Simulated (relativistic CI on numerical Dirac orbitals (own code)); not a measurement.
Mo³⁺: M2,3 absorption edge

Computed with this model: Dirac-Coulomb-Breit CI, separate exchange-only KLI orbitals for each configuration, a model potential for QED, valence Slater integrals scaled by 0.9, multiplet model of core-to-valence dipole absorption; configurations [Kr] 4d3 → [Ne] 3s2 3p5 3d10 4s2 4p6 4d4; 10 K; Lorentzian 2 eV and Gaussian 0.4 eV FWHM. Energies are those of the free ion, without screening or charge transfer. The branching ratio is the share of the lower-energy edge in the whole absorption, uncertain by about 0.02 where the edges overlap. S is read from ⟨S²⟩ = S(S + 1).

Field parameters in Wybourne normalisation: D4h B²₀ = −7Ds, B⁴₀ = 21(Dq − Dt), B⁴₄ = 21√(5/14) Dq. The field is a parameter set, without covalency.

free ion: ground-state S = 1.49, centroid 403.23 eV, branching ratio 0.822. Peaks (eV, height): 400.2 (100), 416.5 (12), 418.5 (21).

D4h, 10Dq = 27300, Ds = -1500, Dt = 540 cm⁻¹: ground-state S = 1.50, centroid 405.37 eV, branching ratio 0.731. Peaks (eV, height): 400.2 (100), 417.8 (40).

D4h, 10Dq = 27300, Ds = 1070, Dt = 540 cm⁻¹: ground-state S = 1.50, centroid 405.38 eV, branching ratio 0.731. Peaks (eV, height): 400.0 (100), 417.5 (41).

D4h, 10Dq = 27300, Ds = 3000, Dt = 540 cm⁻¹: ground-state S = 1.50, centroid 405.37 eV, branching ratio 0.731. Peaks (eV, height): 399.8 (100), 417.5 (39).

The statistical ratio of this edge is 2/3 = 0.667. Values above it arise where the holes sit mainly in the j = l + 1/2 valence subshell or the ground state has high spin; values below it where core-valence Coulomb terms move weight to the upper edge, as in nearly empty shells.

Strongest unbroadened transitions for D4h, 10Dq = 27300, Ds = 1070, Dt = 540 cm⁻¹:

```csv
Energy (eV),Relative strength
399.04,49.3
399.06,66.1
399.11,88.1
399.50,39.3
399.80,77.2
399.81,73.2
400.11,100.0
400.25,48.0
400.32,44.5
400.38,41.6
400.92,73.5
401.50,51.9
417.19,45.9
417.24,37.4
417.31,45.4
417.58,63.2
417.62,48.7
417.74,70.1
```
